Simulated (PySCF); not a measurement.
PySCF input file for In(Cl)(NH2)2 (ClH₄InN₂), SMILES [NH2][In]([NH2])[Cl], C-PCM-B3LYP/def2-SVP. Coordinates come from a PBE0-D3(BJ)/def2-SVP optimisation. The structure was generated by enumeration; whether it is a known compound was not checked. The def2 effective core potentials stand for the cores of In; spin–orbit coupling is left out. The values are those of a single conformer.

```python
import numpy as np
from pyscf import gto, scf, dft
from pyscf.solvent import pcm

mol = gto.M(
    atom='''
    In   -0.28678811    0.02670233    0.00000000
    Cl    2.07122235   -0.01498297   -0.00000000
    N    -1.13827697   -0.13834793    1.82669936
    H    -0.54848457    0.17163705    2.59504023
    H    -2.06265797    0.26994669    1.93815849
    N    -1.13827698   -0.13834793   -1.82669936
    H    -2.06265797    0.26994670   -1.93815848
    H    -0.54848458    0.17163705   -2.59504024
    ''',
    basis='def2-SVP',
    ecp={'In': 'def2-svp'},
    charge=0,
    spin=0,
    max_memory=1600,
    verbose=3,
)
mf = dft.RKS(mol, xc='b3lyp').density_fit(auxbasis='def2-universal-jkfit')
mf.grids.level = 3
mf.conv_tol = 1e-9
mf.max_cycle = 100
mf.kernel()
res = {}
for name, eps in {'water': 78.355, 'acetone': 20.493, 'dimethylsulfoxide': 46.826}.items():
    s = mf.PCM()
    s.with_solvent.method, s.with_solvent.eps, s.with_solvent.lebedev_order = 'C-PCM', eps, 29
    s.kernel(mf.make_rdm1())
    res[name] = (s.e_tot, eps, s.dip_moment(), s.mo_energy, s.converged)
    print(f'{name}: electrostatic solvation free energy {(s.e_tot - mf.e_tot) * 627.509474:.3f} kcal/mol')
```

Log of the run:

```
converged SCF energy = -762.146343003915

WARN: PCM is an experimental feature. It is still in testing.
Features and APIs may be changed in the future.

converged SCF energy = -762.161488309455
Dipole moment(X, Y, Z, Debye): -3.79963,  2.71791,  0.00000
water: electrostatic solvation free energy -9.504 kcal/mol

WARN: PCM is an experimental feature. It is still in testing.
Features and APIs may be changed in the future.

converged SCF energy = -762.16085439288
Dipole moment(X, Y, Z, Debye): -3.76459,  2.68844,  0.00000
acetone: electrostatic solvation free energy -9.106 kcal/mol

WARN: PCM is an experimental feature. It is still in testing.
Features and APIs may be changed in the future.

converged SCF energy = -762.16133645672
Dipole moment(X, Y, Z, Debye): -3.79122,  2.71083,  0.00000
dimethylsulfoxide: electrostatic solvation free energy -9.409 kcal/mol
```

The calculation finished and met its thresholds.
